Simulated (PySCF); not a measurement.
An unknown is described by computed data only.

Formula: C7H8ClF3.

| Property | Result |
| --- | --- |
| Polarisability | 97.0 au [wB97X-D/def2-SVPD] |
| Rotational structure | rotational constants A, B, C: 2.232, 0.399, 0.397 GHz [PBE0-D3(BJ)/def2-SVP] |
| UV, strongest line | among the 10 lowest singlet transitions: S5 at 7.69 eV (161 nm, f = 0.560) [TDDFT wB97X-D/def2-SVPD] |
| UV, first state | lowest singlet excitation: 6.77 eV (183 nm, f = 0.017) [TDDFT wB97X-D/def2-SVPD] |
| 13C NMR | chemical shifts (computed TMS as zero) by class: 156.7 (1 C), 133.9 (1 C), 57.1 (1 C), 38.7 (1 C), 36.5 (1 C), 29.5 (1 C), 25.2 (1 C) ppm [GIAO HF/pcSseg-2] |
| Dipole | 2.15 D [wB97X-D/def2-SVPD] |
| NMR, other nuclei | isotropic shieldings of nuclei other than C and H, by class: 330 (1 F), 352 (1 F), 416 (1 F), 863 (1 Cl) ppm [GIAO HF/pcSseg-2] |

Electronic properties: PySCF, gas phase, density fitting. Levels stand in brackets. NMR shifts are as computed; neighbouring signals can stand in another order in a measured spectrum. The structure is a single PBE0-D3(BJ)/def2-SVP conformer in the gas phase; no vibrational or solvent corrections. NMR classes are plain means over equivalent atoms (diastereotopic ones count apart unless rotation or inversion swaps them), as if these changed places fast.

**Question.** Propose a structure and show how it fits.

**Answer.** Numbering: `[F:1][C:2]([F:3])=[C:4]([F:5])[C@@H:6]1[CH2:7][CH2:8][C@H:9]([Cl:10])[CH2:11]1`. Its formula, C7H8ClF3, gives 2 degrees of unsaturation: 1 ring and 1 π bond in the structure found. 7 carbons fall into 7 classes; from least to most shielded: =CF2 carbon [C2] (156.7 ppm), vinylic C–F carbon [C4] (133.9 ppm), sp3 C–Cl carbon [C9] (57.1 ppm), ring CH2 carbon [C11] (38.7 ppm), ring CH2 carbon [C8] (36.5 ppm), allylic carbon [C6] (29.5 ppm), ring CH2 carbon [C7] (25.2 ppm). The other shieldings belong to: 330 ppm, vinyl fluorine [F3]; 352 ppm, vinyl fluorine [F1]; 416 ppm, vinyl fluorine [F5]; 863 ppm, alkyl chlorine [Cl10]. The optimised geometry has point group C1 and is an asymmetric top. Structure: `FC(F)=C(F)[C@@H]1CC[C@H](Cl)C1`. Computed isomers that give other values at the same levels: `FC(F)(F)C1=C(Cl)CCCC1` (rotational constant A: 1.233 GHz; this holds for the one conformer computed). The assignments are read from this structure; whether some other isomer fits the data as well wasn't checked. The mirror image fits equally.
